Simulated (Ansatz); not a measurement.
In4Sb5H16²⁺, a cluster cut from zinc blende InSb (hydrogen-capped). Charge 2, multiplicity 2. Geometry r2SCAN-D4/def2-SVP; atoms count from 1.

```xyz
25

Sb    2.045    0.366    2.532
Sb   -2.495    0.693    2.088
Sb    0.234    2.547   -0.903
Sb    2.382   -1.374   -1.698
Sb   -1.964   -1.338   -2.325
In   -0.039    2.227    1.978
In    3.596   -1.734    1.089
In   -3.875   -0.999    0.192
In    0.496    0.447   -2.807
H     1.431   -0.350    3.944
H     3.137    1.406    3.310
H    -2.356   -0.225    3.507
H    -3.638    1.807    2.654
H     1.664    3.421   -1.164
H    -0.845    3.677   -1.560
H     3.541   -1.231   -2.932
H     1.721   -2.836   -2.262
H    -2.894   -1.303   -3.746
H    -1.551   -2.985   -2.413
H    -0.154    3.749    2.749
H     5.092   -0.982    0.824
H     2.732   -3.135    1.506
H    -4.948   -0.020   -0.687
H    -3.374   -2.588    0.559
H     0.060    0.762   -4.436
```

In the def2 sets In, Sb take a core potential; there is no spin–orbit coupling. Single mean-field runs in def2-TZVP are fitted with def2-universal-jkfit.

Q: Estimate the Mulliken populations from the PBE0/def2-TZVP orbitals of Ansatz.

A: 
```csv
atom,charge (e),spin (α − β)
Sb1,-0.10,0.00
Sb2,-0.10,0.02
Sb3,-0.10,-0.01
Sb4,-0.06,0.05
Sb5,0.10,0.70
In6,0.30,0.01
In7,0.27,0.00
In8,0.27,0.06
In9,0.29,0.09
H10,0.08,0.00
H11,0.09,0.00
H12,0.08,0.00
H13,0.10,0.00
H14,0.09,0.00
H15,0.10,0.00
H16,0.10,0.01
H17,0.07,0.00
H18,0.11,-0.02
H19,0.09,-0.02
H20,0.03,0.00
H21,0.03,0.00
H22,0.02,0.00
H23,0.04,0.02
H24,0.03,0.05
H25,0.05,0.03
```
Mulliken values depend strongly on the basis.

Q: Where does the spin sit?

A: Summed by element: Sb 0.76, In 0.16, H 0.08, of 1 unpaired in all. Largest on single atoms: Sb5 0.70, In9 0.09, In8 0.06.

Q: And the Mayer bond orders between heavy atoms (over 0.3)?

A: Sb1–In6 0.77 (2.85 Å); Sb1–In7 0.56 (2.98 Å); Sb2–In6 0.66 (2.90 Å); Sb2–In8 0.69 (2.89 Å); Sb3–In6 0.61 (2.91 Å); Sb3–In9 0.75 (2.85 Å); Sb4–In7 0.45 (3.06 Å); Sb4–In9 0.80 (2.85 Å); Sb5–In8 0.35 (3.18 Å); Sb5–In9 0.44 (3.08 Å).
